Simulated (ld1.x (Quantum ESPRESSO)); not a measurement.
nitrogen: excitation energies, all-electron against ultrasoft

| Quantity | Value |
| --- | --- |
| Element | N (Z = 7) |
| Generator | ld1.x (Quantum ESPRESSO) 7.5 |
| Type | ultrasoft |
| Functional | PBE |
| Relativity | scalar-relativistic |
| Frozen core | [He] |
| Valence charge | 5 |
| Reference configuration | 2s2 2p3 |
| Partial waves | 2s (bound): rcut 0.70, rcutus 0.95 bohr; 2s channel at 1.85 Ry: rcut 0.70, rcutus 0.95 bohr; 2p (bound): rcut 1.75, rcutus 1.95 bohr; 2p channel at 4.25 Ry: rcut 1.75, rcutus 1.95 bohr; 3d channel at 0.4 Ry: rcut 1.30, rcutus 1.75 bohr; 3d channel at 2.1 Ry: rcut 1.30, rcutus 1.75 bohr |
| Local potential | all-electron potential smoothed inside 1.45 bohr (lloc = -2) |
| Core correction | a·sin(br)/r model core, default radius (core density twice the valence density) |
| Augmentation charge | built from norm-conserving waves at rcut, not smoothed further |

Energies are relative to the spin-unpolarised reference configuration 2s2 2p3; without spin polarisation the order of configurations can differ from experiment.

```csv
valence configuration,charge,ΔE all-electron (eV),error AE − PS (meV)
2s2 2p1,+2,42.445,-479
2s2 2p0,+3,89.528,+847
2s1 2p0,+4,167.346,+1434
2s2 2p2.5,+0.5,5.093,-79
2s1 2p3,+1,25.372,-494
```

Problem. What are ΔE and the potential's error for 2s2 2p2?

Solution. ΔE = 13.591 eV all-electron; the error (AE − PS) is -265 meV.

Problem. What are ΔE and the potential's error for 2s2 2p3.3?

Solution. ΔE = -1.619 eV all-electron; the error (AE − PS) is -12 meV.

Levels in the configuration 2s2 2p2:

| level | all-electron (eV) | pseudo (eV) |
| --- | --- | --- |
| 2s | -32.462 | -33.106 |
| 2p | -20.688 | -21.108 |

A Bessel basis up to 400 Ry misses an occupied level by 0.55 Ry, so cutoffs and ghosts were not judged.
